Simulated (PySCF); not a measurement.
Compound: cyclo-(Me2GeO)3, C₆H₁₈Ge₃O₃.
Cartesian coordinates in Å at the PBE0-D3(BJ)/def2-SVP level; atoms count from 1:
```xyz
30
C6H18Ge3O3 angstrom
Ge     0.739   -0.448   -1.601
C      0.109    0.444   -3.202
C      2.218   -1.673   -1.843
O      1.259    0.752   -0.390
Ge     0.252    1.626    0.792
C      1.378    2.015    2.316
C     -0.584    3.160   -0.049
O     -1.045    0.510    1.284
Ge    -1.189   -1.198    0.800
C     -0.004   -2.260    1.916
C     -3.059   -1.676    0.856
O     -0.648   -1.311   -0.894
H     -0.740    1.095   -2.952
H      0.909    1.055   -3.644
H     -0.225   -0.297   -3.943
H      3.077   -1.154   -2.292
H      1.921   -2.505   -2.497
H      2.520   -2.077   -0.866
H      1.826    1.083    2.688
H      2.186    2.705    2.032
H      0.785    2.471    3.122
H      0.178    3.837   -0.460
H     -1.241    2.823   -0.863
H     -1.191    3.711    0.684
H      1.029   -1.901    1.799
H     -0.289   -2.167    2.974
H     -0.044   -3.320    1.627
H     -3.625   -1.008    0.193
H     -3.197   -2.713    0.518
H     -3.448   -1.578    1.880
```

Theory: PySCF 2.14.0, density-fitted response routines, TDDFT wB97X-D/def2-SVPD, vertical, gas phase, core orbitals frozen in the response. Relativistic effects, spin–orbit coupling among them, are left out although an element past zinc is present.

Computed states:

```
state  E (eV)       f
   S1    7.29   0.246
   S2    7.50   0.021
   S3    7.56   0.025
   S4    7.96   0.033
   S5    8.04   0.023
   S6    8.12   0.046
   S7    8.16   0.046
   S8    8.33   0.011
   S9    8.39  0.0024
  S10    8.42   0.013
  S11    8.48  0.0029
  S12    8.52   0.059
  S13    8.55   0.085
  S14    8.57   0.055
  S15    8.69   0.012
```

Broadening: Gaussians 0.4 eV wide at half height, area fixed by f = 4.319×10⁻⁹ ∫ε dν̃. The width is an assumption, not a result. The curve ends short of the highest state used, and states not computed would add to its high-energy end.

Question: What does the envelope look like, and where are its maxima?

Answer: 
```csv
λ (nm),ε (L mol⁻¹ cm⁻¹)
153.2,9982
153.8,9595
154.4,9063
155.0,8402
155.5,7778
156.1,6981
156.7,6178
157.3,5419
157.9,4751
158.5,4211
159.0,3881
159.6,3649
160.2,3607
160.8,3764
161.4,4121
162.0,4678
162.6,5429
163.1,6195
163.7,7270
164.3,8492
164.9,9829
165.5,11237
166.1,12662
166.6,13815
167.2,15096
167.8,16199
168.4,17058
169.0,17615
169.6,17834
170.1,17745
170.7,17316
171.3,16559
171.9,15520
172.5,14258
173.1,12841
173.6,11594
174.2,10074
174.8,8588
175.4,7185
176.0,5900
176.6,4757
177.1,3922
177.7,3061
178.3,2348
178.9,1771
179.5,1314
180.1,959
180.7,688
181.2,516
181.8,360
182.4,248
183.0,168
183.6,112
184.2,74
184.7,52
185.3,33
```

Maxima: 170 nm (7.31 eV), ε about 18000, made up of S1 (93%) (ε in L mol⁻¹ cm⁻¹; maxima over ε = 5, shares over 10%). At its high-energy end, 8.09 eV, the curve is still rising (ε about 10000, from S4, S5, S6 and S7).

Question: Coming from long wavelengths, where does ε first pass 100 L mol⁻¹ cm⁻¹?

Answer: At about 184 nm (6.75 eV), 0.54 eV below S1.

Question: What would ε be at 7.31 eV, the highest of these maxima, with half the width (0.2 eV)?

Answer: About 32600 L mol⁻¹ cm⁻¹ against 17800, a factor of about 1.8; a lone state at its own centre would give exactly 2.

The run took 5.9 min wall, 13 min CPU (with the writing of density and orbital grids) on an Intel Xeon Platinum 8375C at 2.90 GHz with 2 threads, on a shared host, and the process peaked at 4.2 GiB of memory.

One conformer stands for the species.
